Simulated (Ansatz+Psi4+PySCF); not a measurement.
Results of a calculation; reference values are marked as such.
A run of Psi4 1.11 on quartet FeH at this shape:

```xyz
2

Fe    0.0000    0.0000    0.0000
H     0.4960   -0.6865    1.3692
```

Its results:

| Property | Result |
| --- | --- |
| Converged | yes |
| Total energy | -1262.82066 hartree |
| Spin squared of the determinant | 3.750 |
| Occupied orbitals by symmetry in an Abelian subgroup (alpha; beta) | 8 A1 1 A2 3 B1 3 B2; 6 A1 3 B1 3 B2 |

**Question.** Which input gives this output? Name the method, the orbitals and the basis set, and write the input.

**Answer.** ROHF in cc-pVTZ.

```
molecule {
0 4
Fe 0.000000 0.000000 0.000000
H 0.496000 -0.686500 1.369200
}

set basis cc-pVTZ
set reference rohf
set scf_type pk
energy('scf')
```

This is not the lowest solution: another run reaches a determinant 2.79 eV lower. Caution: another spin multiplicity may lie lower; an unrestricted determinant lies well below.
